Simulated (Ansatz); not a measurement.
```yaml
crystal:
  periodic: [false, false, false]
  atoms:
    - {symbol: C, position_ang: [-0.956773, -0.553784, -0.951665]}
    - {symbol: Si, position_ang: [-0.281221, 0.185515, 0.661029]}
    - {symbol: C, position_ang: [1.625663, 0.506086, 0.557216]}
    - {symbol: O, position_ang: [2.203342, 0.229438, -0.521220]}
    - {symbol: H, position_ang: [-0.459745, -1.500686, -1.185826]}
    - {symbol: H, position_ang: [-0.722960, 0.159068, -1.777598]}
    - {symbol: H, position_ang: [-2.028325, -0.826651, -0.873145]}
    - {symbol: H, position_ang: [-0.454231, -0.695643, 1.772543]}
    - {symbol: H, position_ang: [-0.897035, 1.514449, 0.942449]}
    - {symbol: H, position_ang: [2.102304, 0.992492, 1.319960]}
basis:
  gaussian: {orbitals: def2-TZVPP}
total_charge: 3
magnetization: {spin_polarized: true, initial_magnetization: 1}
hamiltonian: {xc: {name: r2SCAN0}}
```

```sh
$ ansatz run in.yaml --threads 2 --pin off --events-out ev --progress --plain --max-ram 4352MiB
```

Shortened log:

```
Functional definition: r2SCAN0
1156 factors; their error is unknown
mean field evaluation 1: about -11993.5320 eV, gradient 9.5e1 eV
mean field evaluation 2: about -11654.1612 eV, gradient 2.0e2 eV
mean field evaluation 4: about -11985.7608 eV, gradient 9.2e1 eV
mean field evaluation 8: about -12042.8328 eV, gradient 3.4e0 eV
mean field evaluation 16: about -12043.5204 eV, gradient 1.7e0 eV
mean field evaluation 64: about -12043.7951 eV, gradient 8.7e-3 eV
mean field -12043.87906936 eV, -442.6043921645 hartree, gradient 1.3e-5 eV, S^2 1.680201; 10 other end points of the search recorded, 0 dependent functions left out
reference -12043.87907976 eV, -442.6043925466 hartree; 19, 18 occupied and 200, 201 virtual orbitals, 1156 factors
Total energy: -12043.87907976 eV, -442.6043925466 hartree
```

In this input the charge is far from anything that the molecule holds. Self-consistency was reached. The result belongs to that input, not to the molecule as meant.
